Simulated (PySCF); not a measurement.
## Löwdin shares of the frontier orbitals

Species: C4H10GeSi.
Cartesian coordinates in Å at the PBE0-D3(BJ)/def2-SVP level; atoms count from 1:
```xyz
16
C4H10GeSi angstrom
C      2.7627    0.8227    0.1778
C      2.0138   -0.0696   -0.1737
Ge     0.7606   -1.4118   -0.6899
C     -0.7051   -1.4323    0.5988
Si    -1.3560    0.2715    1.0847
C     -1.6371    1.3553   -0.4240
H      3.4327    1.6052    0.4870
H      0.2448   -1.0472   -2.0933
H      1.4930   -2.7638   -0.7472
H     -0.3658   -1.9629    1.5032
H     -1.5218   -2.0300    0.1602
H     -0.3807    0.9261    2.0101
H     -2.6441    0.0993    1.8323
H     -0.6848    1.5646   -0.9363
H     -2.0832    2.3192   -0.1347
H     -2.3155    0.8696   -1.1430
```

Method: TDDFT B3LYP/def2-SVPD, vertical, gas phase, core orbitals frozen in the response (PySCF). The B3LYP/def2-SVPD calculation is non-relativistic and has no spin–orbit coupling, an omission that weighs most on germanium.

Frontier orbitals with the atoms that hold most of them (Löwdin shares over 4%, at most four atoms; ? is withheld):

```
orbital  ε (eV)                              atoms
 LUMO+2    0.10    Ge3 24%, Si5 10%, H9 10%, C1 8%
 LUMO+1   -0.04     C1 31%, C2 28%, Ge3 17%, H7 7%
   LUMO       ?                                  ?
   HOMO   -7.74                                  ?
 HOMO-1   -7.83             C2 39%, C1 39%, Ge3 8%
 HOMO-2   -8.49  Si5 21%, C4 20%, H13 18%, Ge3 10%
 HOMO-3   -8.67    C6 32%, Si5 21%, C4 17%, H15 4%
```

(1) Which atoms hold the HOMO, and with what shares?

(2) Which atoms hold the LUMO, and with what shares?

(3) What is the LUMO energy, and the HOMO–LUMO gap?

## Answers

(1) C1 (bonded to C and H) 34%; C2 (bonded to C and Ge) 33%; C4 (bonded to Ge, Si and 2 H) 10%; Ge3 (bonded to 2 C and 2 H) 8%. By element: carbon 77% or more, germanium 8%.

(2) Ge3 (bonded to 2 C and 2 H) 21%; C1 (bonded to C and H) 21%; C2 (bonded to C and Ge) 19%; C4 (bonded to Ge, Si and 2 H) 8%. By element: carbon 48% or more, germanium 21%.

(3) ε(LUMO) = -0.24 eV; the gap is 7.50 eV (0.2758 hartree).

Problem. The HOMO–LUMO gap is 7.50 eV. Where does the response calculation put the lowest singlet, and from which orbitals?

Solution. S1 is at 6.09 eV (f = 0.0001), 1.42 eV below the gap, made of HOMO-1→LUMO (45%), HOMO→LUMO+1 (40%). Its leading pair isn't HOMO and LUMO; the energies of that pair differ by 7.59 eV. 

Next come S2 at 6.25 eV (f 0.0068), HOMO→LUMO (46%), HOMO-1→LUMO+1 (41%); S3 at 6.25 eV (f 0.0013), HOMO→LUMO+1 (49%), HOMO-1→LUMO (37%); S4 at 7.02 eV (f 0.012), HOMO→LUMO+2 (86%), HOMO→LUMO (9%); S5 at 7.11 eV (f 0.0010), HOMO-1→LUMO+2 (89%).

Löwdin shares depend on the basis, the more so with diffuse functions.

One conformer stands for the species.
